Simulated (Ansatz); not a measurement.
Cost and result for the atomization energy of F₂GeH₂S₂, SMILES `[F][Ge]([F])([SH])[SH]` (7 atoms, 6 bonds).

```xyz
7

F     1.7427    0.1911   -1.2007
Ge    0.2861    0.1659   -0.2867
F    -0.9206    0.5540   -1.4552
S    -0.1951   -1.8192    0.4907
S     0.5363    1.7073    1.2361
H    -0.8477   -2.1462   -0.6396
H    -0.6018    1.3471    1.8554
```

Total charge 0; spin multiplicity 1. Correlated methods include outer-core shells of Ge, which these sets cover unevenly. Scalar relativity is left out up to krypton. Geometry: relaxed with PBE0-D4/def2-TZVP. It is one conformer, not always the lowest. Program: Ansatz. All runs use 4 threads of a server CPU on a shared host. Times are those of one run each, without the atoms' runs, and a repeat can differ threefold. Electronic energies, without spin–orbit coupling; frozen cores. CCSD(T)/CBS adds CCSD(T) − MP2 in def2-TZVPP to the MP2 limit, and its time is that of the two runs behind it. T1 = 0.012. With those shells the extrapolation isn't a true limit. B3LYP takes the VWN-RPA correlation (the form of Gaussian; ORCA's B3LYP/G). HSE06 is the plane-wave form, built on full-range PBE exchange.

CCSD(T)/CBS is a level of theory with its own doubt, some kJ/mol a heavy atom from the limit and from the frozen cores, so smaller differences don't rank the functionals.

```tsv
level	functions	wall time	atomization (kJ/mol)	difference from CCSD(T)/CBS	per bond
LDA (SPW92)/def2-TZVPP	222	1.4 s	2673.7	394.8	65.8
BLYP-D4/def2-TZVPP	222	2.1 s	2246.8	-32.1	-5.3
PBE0-D4/def2-TZVPP	222	3.5 s	2246.8	-32.1	-5.4
HSE06-D4/def2-TZVPP	222	3.9 s	2248.1	-30.8	-5.1
CAM-B3LYP-D4/def2-TZVPP	222	4 s	2248.8	-30.1	-5.0
r2SCAN-D4/def2-TZVPP (with forces)	222	4.6 s	2287.5	8.6	1.4
B2PLYP/def2-TZVPP	222	5 s	2222.8	-56.1	-9.4
B3LYP-D4/def2-TZVPP (with forces)	222	5.5 s	2231.3	-47.6	-7.9
r2SCANh-D4/def2-TZVPP	222	5.5 s	2258.3	-20.6	-3.4
CCSD(T)/def2-SVP	106	6 s	2063.3	-215.6	-35.9
MP2/def2-QZVPP	403	19 s	2329.1	50.2	8.4
CCSD(T)/def2-TZVPP	222	110 s	2209.1	-69.8	-11.6
CCSD(T)/CBS(def2)	–	2.1 min	2278.9	0.0	0.0
```

At CCSD(T), def2-SVP lies −215.6 kJ/mol from the extrapolated value and def2-TZVPP −69.8 kJ/mol: correlation converges slowly with the basis, and small sets miss more of it in the bonded molecule than in its fragments. The D4 term adds +33.0 kJ/mol with B3LYP and +17.3 kJ/mol with PBE0; it sums over pairs of atoms, weighted by their polarisabilities, and B3LYP, whose exchange is more repulsive, gets the larger term. In def2-TZVPP, CCSD(T) changes the Hartree–Fock value by +673.2 kJ/mol (the triples alone add +52.9 kJ/mol) and MP2 by +751.6 kJ/mol; breaking electron pairs costs correlation energy, which Hartree–Fock lacks.
